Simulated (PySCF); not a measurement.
Si(F)(Br)(OH)(NH2) (BrFH3NOSi), SMILES N[Si](O)(F)Br.

The structure is a stationary point at PBE0-D3(BJ)/def2-SVP. The structure was generated by enumeration, and PubChem lists no compound with its InChIKey, so it may never have been made. One conformer was computed; it need not be the lowest.

These are PBE0-D3(BJ)/def2-SVP (PySCF 2.14.0) values and carry that method's errors.

Frequencies are harmonic and unscaled.

Task: Estimate the vibrational spectrum. (Estimate from the structure and the level; the computed values follow.)

Result: 
```json
[
 {"mode": "1", "ν (cm⁻¹)": "156", "IR (km/mol)": "4.3", "Raman (Å⁴/amu)": "1.3", "depolarisation": "0.73", "moving atoms (share of kinetic energy)": "H 40 %, F 28 %, O 14 %, N 10 %"},
 {"mode": "2", "ν (cm⁻¹)": "181", "IR (km/mol)": "9.1", "Raman (Å⁴/amu)": "2.1", "depolarisation": "0.70", "moving atoms (share of kinetic energy)": "H 33 %, N 29 %, O 14 %, F 12 %"},
 {"mode": "3", "ν (cm⁻¹)": "212", "IR (km/mol)": "27.8", "Raman (Å⁴/amu)": "0.6", "depolarisation": "0.71", "moving atoms (share of kinetic energy)": "H 52 %, O 24 %, F 11 %"},
 {"mode": "4", "ν (cm⁻¹)": "260", "IR (km/mol)": "15.7", "Raman (Å⁴/amu)": "1.2", "depolarisation": "0.59", "moving atoms (share of kinetic energy)": "H 35 %, F 20 %, Si 19 %, N 11 %, O 8 %"},
 {"mode": "5", "ν (cm⁻¹)": "269", "IR (km/mol)": "4.5", "Raman (Å⁴/amu)": "4.2", "depolarisation": "0.44", "moving atoms (share of kinetic energy)": "Br 33 %, O 22 %, F 18 %, H 13 %, N 12 %"},
 {"mode": "6", "ν (cm⁻¹)": "322", "IR (km/mol)": "26.4", "Raman (Å⁴/amu)": "1.7", "depolarisation": "0.75", "moving atoms (share of kinetic energy)": "F 34 %, Si 19 %, O 17 %, N 16 %, H 13 %"},
 {"mode": "7", "ν (cm⁻¹)": "383", "IR (km/mol)": "105.3", "Raman (Å⁴/amu)": "1.8", "depolarisation": "0.69", "moving atoms (share of kinetic energy)": "H 59 %, O 23 %, N 9 %"},
 {"mode": "8", "ν (cm⁻¹)": "439", "IR (km/mol)": "35.5", "Raman (Å⁴/amu)": "4.2", "depolarisation": "0.04", "moving atoms (share of kinetic energy)": "H 55 %, Si 18 %, N 17 %"},
 {"mode": "9", "ν (cm⁻¹)": "482", "IR (km/mol)": "341.5", "Raman (Å⁴/amu)": "0.6", "depolarisation": "0.09", "moving atoms (share of kinetic energy)": "Si 37 %, H 30 %, N 15 %"},
 {"mode": "10", "ν (cm⁻¹)": "792", "IR (km/mol)": "104.6", "Raman (Å⁴/amu)": "6.7", "depolarisation": "0.07", "moving atoms (share of kinetic energy)": "H 32 %, O 25 %, F 21 %, N 17 %"},
 {"mode": "11", "ν (cm⁻¹)": "813", "IR (km/mol)": "9.8", "Raman (Å⁴/amu)": "1.2", "depolarisation": "0.35", "moving atoms (share of kinetic energy)": "H 68 %, N 16 %, O 11 %"},
 {"mode": "12", "ν (cm⁻¹)": "866", "IR (km/mol)": "223.5", "Raman (Å⁴/amu)": "2.3", "depolarisation": "0.15", "moving atoms (share of kinetic energy)": "H 55 %, Si 22 %, N 8 %"},
 {"mode": "13", "ν (cm⁻¹)": "951", "IR (km/mol)": "161.0", "Raman (Å⁴/amu)": "1.6", "depolarisation": "0.65", "moving atoms (share of kinetic energy)": "Si 46 %, N 26 %, F 17 %, H 8 %"},
 {"mode": "14", "ν (cm⁻¹)": "1002", "IR (km/mol)": "174.6", "Raman (Å⁴/amu)": "1.1", "depolarisation": "0.61", "moving atoms (share of kinetic energy)": "Si 49 %, O 28 %, F 11 %, H 9 %"},
 {"mode": "15", "ν (cm⁻¹)": "1539", "IR (km/mol)": "68.6", "Raman (Å⁴/amu)": "5.0", "depolarisation": "0.74", "moving atoms (share of kinetic energy)": "H 89 %, N 11 %"},
 {"mode": "16", "ν (cm⁻¹)": "3614", "IR (km/mol)": "54.3", "Raman (Å⁴/amu)": "96.9", "depolarisation": "0.11", "moving atoms (share of kinetic energy)": "H 96 %"},
 {"mode": "17", "ν (cm⁻¹)": "3713", "IR (km/mol)": "55.5", "Raman (Å⁴/amu)": "55.9", "depolarisation": "0.75", "moving atoms (share of kinetic energy)": "H 91 %, N 9 %"},
 {"mode": "18", "ν (cm⁻¹)": "3911", "IR (km/mol)": "120.7", "Raman (Å⁴/amu)": "123.5", "depolarisation": "0.30", "moving atoms (share of kinetic energy)": "H 94 %"}
]
```
